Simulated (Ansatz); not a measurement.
Harmonic frequencies (cm⁻¹) at PBE0-D4/def2-TZVP from Ansatz: 84, 148, 154, 272, 305, 432, 442, 575, 604, 681, 782, 811, 862, 922, 1073, 1095, 1157, 1287, 1381, 1461, 2210, 2226, 2391, 2403, 3000, 3089, 3839.

Each molecule was computed in one conformer, which needn't be the lowest.

Which molecule is it?
A. `[SiH3]O[SiH2]BS`
B. `[AlH2][SiH]1CSC1`
C. `CB(F)[CH2][AlH2]`
D. `OC[SiH2]P`

D.
